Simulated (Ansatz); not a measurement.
Two isomers of C2H6FNSi: A = `C[SiH2]/N=C/F`, B = `C[Si@@H]1N[C@H]1F`.

Gas-phase electronic energies from Ansatz, PBE0-D4/def2-TZVP geometries. CBS: MP2 limit from def2 TZ/QZ plus the TZ coupled-cluster correction, frozen cores. Functionals use def2-TZVPP. Each species was taken in one conformer, which may not be the lowest.

Q: Which is lower in electronic energy at CCSD(T)/CBS, and by how much? (An estimate is asked.)

A: Ansatz gave: A, by 101.2 kJ/mol.

Q: Give E(B) − E(A) in kJ/mol with BLYP-D4, ωB97M-V, B2PLYP, HF/def2-TZVPP, PBE-D4, PBE0-D4, CCSD(T)/def2-SVP. (Estimate.)

A: The calculation gave: BLYP-D4 112.1, ωB97M-V 97.8, B2PLYP 110.2, HF/def2-TZVPP 137.4, PBE-D4 89.2, PBE0-D4 88.4, CCSD(T)/def2-SVP 119.7. None reverses the order clearly.

Q: Does the order hold for the free energy at 298.15 K (harmonic terms from PBE0-D4)? (An estimate is asked.)

A: The calculation gave: Yes: G(B) − G(A) = +110.1 kJ/mol, for one conformer each.

Largest T1 diagnostic: 0.013.

In def2-TZVPP, CCSD(T) changes the Hartree–Fock value by −29.2 kJ/mol (the triples alone add −0.6 kJ/mol) and MP2 by −33.5 kJ/mol. Leaving LDA and LC-ωPBE aside and taking each functional with its dispersion term where it has one, the values, not all of them listed here, spread over 23.7 kJ/mol, from HSE06-D4 to BLYP-D4. LDA lies −20.7 kJ/mol from PBE without D4.
